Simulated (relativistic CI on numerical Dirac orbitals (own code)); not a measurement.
**One change at a time: Cs¹⁸⁺**

Base calculation: Dirac-Coulomb-Breit CI, separate exchange-only KLI orbitals for each configuration, a model potential for QED, unscaled Slater integrals.

Configurations in the expansion (outside the closed core [Ar] 3d10): 4s²4p⁶4d, 4s²4p⁵4d², 4s²4p⁶4f, 4s4p⁶4d², 4s²4p⁵4d4f, 4s²4p⁶5s, 4s4p⁶4d4f, 4s²4p⁶5p, 4s²4p⁶5d, 4s²4p⁵4d5s, 4s²4p⁶5f, 4s²4p⁵4d5p, 4s²4p⁶6s, 4s²4p⁶5g, 4s²4p⁶6p, 4s4p⁶4d5s, 4s²4p⁶6d, 4s4p⁶4f5s, 4s²4p⁵4d5d, 4p⁶4d³, 4p⁵4d⁴, 4p⁵4d³4f, 4p⁶4d4f², 4p⁵4d²4f², 4p⁶4f³, 4p⁵4d4f³, 4p⁶4f²5s, 4s4p⁶4f², 4s4p⁵4f³. Double excitations out of closed p, d and f shells are left out; levels of such configurations are missing from the list, as are those of other unlisted configurations, and high levels can miss mixing partners. These lack a partner that the ground configuration has and come out too high: 4s²4p⁵4d5s, 4s²4p⁵4d5p, 4s²4p⁵4d5d, 4s²4p⁶5p, 4s²4p⁶5d.

Variants: (1) only the first 3 configurations; (2) non-relativistic limit. Shifts of the energy above 4s²4p⁶4d ²D3/2, in cm⁻¹, for the lowest level and the first level of each name with at least 55 % of one term (blank where a level changes its place among those of its configuration and J or its character, or is not in the variant):

| Level | Base | Δ(1) | Δ(2) |
| --- | --- | --- | --- |
| 4s²4p⁶4d ²D3/2 | 0 | 0 | 0 |
| 4s²4p⁶4d ²D5/2 | 25738 | +30 | -25738 |
| 4s²4p⁵4d² ⁴D°1/2 | 669078 | -12384 | -31526 |
| 4s²4p⁵4d² ⁴D°3/2 | 673423 | -11963 | -35871 |
| 4s²4p⁵4d² ⁴D°5/2 | 685261 | -11464 | -47710 |
| 4s²4p⁵4d² ⁴G°9/2 | 708639 | -9160 | -46546 |
| 4s²4p⁵4d² ⁴G°11/2 | 716272 | -8518 | -54178 |
| 4s²4p⁵4d² ²D°5/2 | 746972 | -11190 |  |
| 4s²4p⁵4d² ²F°7/2 | 749319 | -9561 | -63931 |
| 4s²4p⁵4d² ⁴F°9/2 | 751136 | -11272 | -68928 |
| 4s²4p⁵4d² ²H°11/2 | 753921 | -8759 | -44673 |
| 4s²4p⁵4d² ²P°1/2 | 774311 | -12402 | -70431 |
| 4s²4p⁵4d² ²G°9/2 | 783086 | -10663 |  |
| 4s²4p⁶5s ²S1/2 | 1164597 |  | +63807 |

At this charge energies of transitions that change n are usually good to better than 1 %, and those within a shell (Δn = 0) to a few per cent.

Ionisation energy from the two ground configurations alone: base 476.019 eV. The NIST ASD value (theoretical) is 476 eV.

LS names give the leading component of a level, which can be under half, so a name can repeat, a term be missing and a line seem to break the LS rules.
